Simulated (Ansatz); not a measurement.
Basis-set series for C2H6F2Hf (`[CH3][Hf]([CH3])([F])[F]`). The species carries charge 0 and has multiplicity 1. Hf: def2 effective core potential. Geometry: relaxed with PBE0-D4/def2-TZVP.

```xyz
11

C     1.0398   -0.4972    1.3838
Hf   -0.1728    0.8969    0.1744
C    -0.8862   -0.3000   -1.5388
F    -1.6739    1.4614    1.2027
F     0.9505    2.2931   -0.4727
H     1.9019   -0.8637    0.8135
H     1.4266   -0.0415    2.3023
H     0.4466   -1.3714    1.6790
H    -0.0412   -0.7323   -2.0887
H    -1.4743    0.2857   -2.2544
H    -1.5170   -1.1311   -1.2012
```

| functional | basis | functions | energy (Eh) | HOMO (eV) | LUMO (eV) |
| --- | --- | --- | --- | --- | --- |
| PBE0-D4 | def2-SVP | 118 | -327.18404 | -7.89 | -0.82 |
| PBE0-D4 | def2-TZVPP | 264 | -327.53479 | -7.91 | -0.81 |
| ωB97M-V | def2-SVP | 118 | -327.29190 | -10.16 | 1.15 |
| ωB97M-V | def2-TZVPP | 264 | -327.65563 | -10.19 | 0.80 |

Question: Give the rows for def2-QZVPP. (Best estimate.)

Answer: Ansatz gave: 
```
functional       basis  functions  energy (Eh)  HOMO (eV)  LUMO (eV)
   PBE0-D4  def2-QZVPP        489   -327.55100      -7.92      -0.82
   ωB97M-V  def2-QZVPP        489   -327.67087     -10.20       0.49
```

Positive LUMOs are unbound and depend on the basis.
